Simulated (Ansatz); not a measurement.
Geometry optimisation, RKS PBE-D4/def2-SVP (Ansatz).

Input:

```yaml
crystal:
  periodic: [false, false, false]
  atoms:
    - { symbol: B, position_ang: [0.0, 0.0, 0.0] }
    - { symbol: H, position_ang: [0.0, 0.0, 1.54] }
    - { symbol: Cl, position_ang: [1.6108, 0.0, -0.93] }
    - { symbol: Cl, position_ang: [-1.6108, 0.0, -0.93] }
    - { symbol: O, position_ang: [0.0715, -1.6212, 0.5392] }
    - { symbol: Si, position_ang: [-0.6985, -2.9178, -0.2012] }
    - { symbol: H, position_ang: [0.2063, -4.0629, -0.2427] }
    - { symbol: H, position_ang: [-1.8953, -3.2713, 0.5566] }
    - { symbol: H, position_ang: [-1.0766, -2.5477, -1.562] }
    - { symbol: H, position_ang: [0.0379, -0.8605, 1.537] }
basis:
  gaussian: { orbitals: def2-SVP }
hamiltonian:
  xc: pbe
  dispersion: d4
relax:
  f_tol: 0.15
  max_steps: 25
  restrain:
    - { distance: [0, 4], at: 1.41, k: 30.0 }
    - { distance: [9, 1], at: 0.66, k: 30.0 }
    - { distance: [0, 1], at: 2.39, k: 30.0 }
    - { distance: [9, 4], at: 2.21, k: 30.0 }
output:
  orbitals: {}
```

Run as:

```bash
$ ansatz run input.yaml --threads 2 --pin off --max-ram 3072MiB --backend cpu --events-out ev --progress --plain --runs-dir out
```

Task: Where does it end, and by what steps?

Result: The run converged. The restraints hold the end off the free minimum. After 8 steps the energy has fallen by 3.248 eV (the restraints' own energy left out); Cl3 moved furthest, 0.81 Å.

```
step  energy less start (eV)  largest force component (eV/Å)  accepted
   0                  0.0000                           4.131       yes
   1                 -0.4984                           5.483       yes
   2                 -1.6099                           4.994       yes
   3                 -2.5670                           2.221       yes
   4                 -3.0534                           1.606       yes
   5                 -3.1808                           1.286       yes
   6                 -3.1837                           1.578       yes
   7                 -3.2165                           1.813       yes
   8                 -3.2478                           1.741       yes
```

```xyz
10
Properties=species:S:1:pos:R:3
B 0.127 -0.414 -0.441
H -0.032 0.025 1.912
Cl 1.506 0.679 -0.502
Cl -1.481 0.191 -0.908
O 0.324 -1.743 -0.136
Si -0.759 -3.050 -0.322
H 0.060 -4.283 -0.096
H -1.849 -2.971 0.711
H -1.329 -3.035 -1.710
H 0.078 -0.680 1.798
```

Time of the run: 23 s on 2 threads of Arm Neoverse V1, with other jobs on the host, peak memory 0.15 GiB.
